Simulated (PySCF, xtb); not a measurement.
C5H8Si, SMILES C#C[C@@H]1C[C@@H]1[SiH3].

Geometry optimised at ωB97X-D3(BJ)/def2-SVP. The structure was generated by enumeration; whether it is a known compound was not checked.

Computed with C-PCM-PBE0/def2-SVP run with PySCF.

The values are the electrostatic part of the solvation free energy, E(continuum) − E(gas) at the gas-phase geometry, in a cavity of scaled van der Waals radii (PySCF's table); cavitation and dispersion terms are not included. In vacuum the orbital gap is 8.16 eV. The dipole moment in vacuum is 1.01 D.

```csv
solvent,ε,ΔG(elec) (kcal/mol),dipole (D),gap (eV)
water,78.36,-3.4,1.48,8.28
2-propanol,19.26,-3.3,1.46,8.27
methanol,32.61,-3.4,1.47,8.27
```

For comparison, GFN2-xTB/ALPB(water) (xtb, at the GFN2-xTB geometry, all terms of that model) gives -0.4 kcal/mol.
